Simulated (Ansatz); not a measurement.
System: C$_{2}$H$_{7}$GeO$_{2}$, charge 1, multiplicity 1. It need not be the lowest isomer of its formula. SMILES: CC(=O)[OH+][GeH3]
Coordinates optimised at B3LYP-D3(BJ)/def2-TZVP (Ansatz, a first-principles code):
```
O
H 1 0.9711
C 1 1.4878 2 117.28
O 3 1.1717 1 113.81 2 -180.00
C 3 1.4822 4 133.49 1 180.00
H 5 1.0868 3 108.49 4 0.00
H 5 1.0923 6 109.64 3 120.45
H 5 1.0923 6 109.64 7 119.11
Ge 1 1.9950 2 123.14 3 -180.00
H 9 1.5188 1 100.90 2 -119.01
H 9 1.5188 10 118.36 1 108.82
H 9 1.5239 10 117.05 11 148.87
```
Charge +1, spin multiplicity 1.

Parts of the frozen-core correlation energy in cc-pVDZ (Ansatz, hartree). Frozen orbitals: 18; correlated occupied orbitals by spin: 15 and 15; virtual: 85 and 85. Spin-orbit coupling is left out. No relativistic terms.

```tsv
term	value
reference (HF)	-2304.65485
MP2 opposite-spin	?
MP2 same-spin	?
CCSD correlation	-0.77927
(T)	?
T1 diagnostic	0.014
largest doubles amplitude	0.071
```

Fill in the missing entries.


- MP2 opposite-spin, value: -0.55536
- MP2 same-spin, value: -0.17788
- (T), value: -0.02316
